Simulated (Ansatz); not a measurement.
A made-up structure of CH3OSe (charge -1), singlet:

C1  (-0.260, 0.340, -0.236)
Se2  (1.138, 0.039, 0.735)
O3  (0.665, -1.571, 0.742)
H4  (-0.062, 1.354, -0.306)
H5  (-1.260, 0.075, 0.329)
H6  (-0.221, -0.237, -1.264)
(Å)

It is relaxed with PBE-D4/def2-SVPD and then PBE0-D4/def2-TZVPD (Ansatz 0.2.0). Atoms count as bonded within 1.22 times the sum of their covalent radii (H–H: 0.88 Å). The end point is not checked to be a true minimum.

Does its bonding change? (A judgement: the text doesn't fix the answer.)

Computed: No: no bond forms or breaks.

Where it ends: The first stage lowers the energy by 1.71 eV in 9 steps. It ends as CH₃OSe ([CH3][Se][O]), total charge -1:
| atom | x (Å) | y (Å) | z (Å) |
| --- | --- | --- | --- |
| C1 | -0.3177 | 0.4223 | -0.2899 |
| Se2 | 1.2004 | -0.1680 | 0.8159 |
| O3 | 0.9029 | -1.8535 | 0.9518 |
| H4 | -0.2366 | 1.5030 | -0.4486 |
| H5 | -1.2554 | 0.1924 | 0.2227 |
| H6 | -0.2935 | -0.0963 | -1.2519 |

Labels in which every atom is bracketed show which atoms are joined, not bond orders.

For scale, one of the runs: PBE0-D4/def2-TZVPD relaxation, 161 basis functions, launched by `ansatz run in.yaml --threads 2 --pin off --events-out ev --progress --plain --max-ram 4352MiB`. Hardware: 2 CPU threads of an Intel Xeon 6975P-C, shared host. Wall time about 14 s.
